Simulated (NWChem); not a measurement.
# SbBr2 cation; SMILES [Sb+]([Br])[Br]

Results from NWChem. Coordinates come from a PBE-D3(BJ)/def2-SVP optimisation. def2 effective core potentials on Sb; no spin-orbit coupling.

For level CAM-B3LYP/def2-SVP:

```yaml
highest occupied level (eV): -15.16
orbital gap (eV): 5.99
```

Question: What are these values for level BLYP/def2-SVP?

Answer: 
- highest occupied level (eV): -12.45
- orbital gap (eV): 1.99
